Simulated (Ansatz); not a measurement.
The same redistribution along the group B, Al, Ga.

Calculated with Ansatz (gas phase, PBE0-D4/def2-TZVP geometries, no zero-point term in ΔE). CCSD(T)/CBS adds triple-zeta CCSD(T) − MP2 to the extrapolated MP2 energy (def2 sets, frozen cores). This one scheme is used for every species. Functionals use def2-TZVPP. For Ga outer-core shells are correlated without core-valence functions, which leaves a few kJ/mol of doubt a bond. Scalar relativity is left out up to krypton. One conformer a species, not always the lowest.

| reaction | CCSD(T)/CBS(def2) (kcal/mol) |
| --- | --- |
| `OB(S)Cl` + `CO[SiH](C)N` → `COB(O)Cl` + `C[SiH](N)S` | -5.4 |
| `[OH][Al]([SH])[Cl]` + `CO[SiH](C)N` → `C[O][Al]([OH])[Cl]` + `C[SiH](N)S` | 6.2 |
| `[OH][Ga]([SH])[Cl]` + `CO[SiH](C)N` → `C[O][Ga]([OH])[Cl]` + `C[SiH](N)S` | ? |

(1) Fill in the missing values. (Best estimate.)

Largest T1 diagnostic: 0.013, for `C[O][Ga]([OH])[Cl]`.

Answers

(1) The calculation gave: `[OH][Ga]([SH])[Cl]` + `CO[SiH](C)N` → `C[O][Ga]([OH])[Cl]` + `C[SiH](N)S`: +19.7 kcal/mol.
